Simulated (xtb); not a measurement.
Harmonic IR lines of one isomer of C4H6OSi, unscaled. Level of theory: xtb with GFN2-xTB.

wavenumber (cm⁻¹): 275 (s), 345 (w), 462 (w), 561 (m), 634 (w), 721 (m), 742 (m), 814 (vs), 820 (m), 908 (vs), 1001 (w), 1114 (vw), 1558 (w), 2331 (vs), 3048 (w), 3058 (m), 3094 (m), 3664 (w)

Name which structure gives these lines.
A) `OC1=C[SiH2]C=C1`
B) `OC1=CC=C[SiH2]1`
C) `O[SiH]1C=CC=C1`

C, `O[SiH]1C=CC=C1`
